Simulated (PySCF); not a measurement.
How many f electrons in CeP?

Unrestricted PBE0; PySCF, spin-free X2C with a Gaussian nucleus, basis sets Ce x2c-TZVPall, P x2c-TZVPall. The search starts from ions with several 4f fillings and holds each by maximum overlap.

The lowest solution has 2Ms+1 = 2, about 1.2 4f electrons, near 2.33 Å.

The lowest solution of each spin and filling, followed along the bond (rough minima from three points):

| 2Ms+1 | 4f population | ⟨S²⟩ at the start | R at minimum (Å) | Te (eV) |
| --- | --- | --- | --- | --- |
| 2 | 1.18 | 0.76 | 2.33 | 0.00 |
| 4 | 1.18 | 3.77 | 2.35 | 0.60 |
| 4 | 1.52 | 3.76 | 2.43 | 1.43 |
| 2 | 1.51 | 1.76 | 2.44 | 1.60 |

Solutions at the starting distance of 2.360 Å, counted from the lowest; the search is not exhaustive:

```csv
2Ms+1,4f population,E (eV),⟨S²⟩,⟨Lz²⟩,μ (D)
2,1.18,0.00,0.76,8.7,-8.09
2,1.16,0.00,0.76,4.0,-8.09
2,1.12,0.23,0.77,0.0,-7.72
4,1.18,0.59,3.77,4.0,-4.55
4,1.19,0.60,3.76,9.0,-4.45
4,1.17,0.76,3.76,5.2,-5.12
2,1.17,0.82,1.75,7.7,-4.78
2,1.18,0.89,1.76,9.3,-4.68
4,1.12,1.03,3.76,2.0,-5.29
4,1.14,1.21,3.77,8.0,-7.48
4,1.52,1.46,3.76,9.8,-5.68
2,1.51,1.65,1.76,9.7,-5.69
2,1.76,1.91,1.73,9.0,-6.49
6,1.22,2.52,8.76,8.7,-2.53
```

Partly filled real f orbitals mix terms, so no term symbols are given. A population far from a whole number shows f orbitals mixing with d and ligand orbitals, not a clean configuration. A positive dipole means Ce(−)P(+).

Spin–orbit coupling is left out. Counting both spins, an empty level lies below a filled one in some of these solutions, because spin and occupation are held. With d or f electrons several states lie close, and the lowest PBE0 determinant need not be the measured ground state.
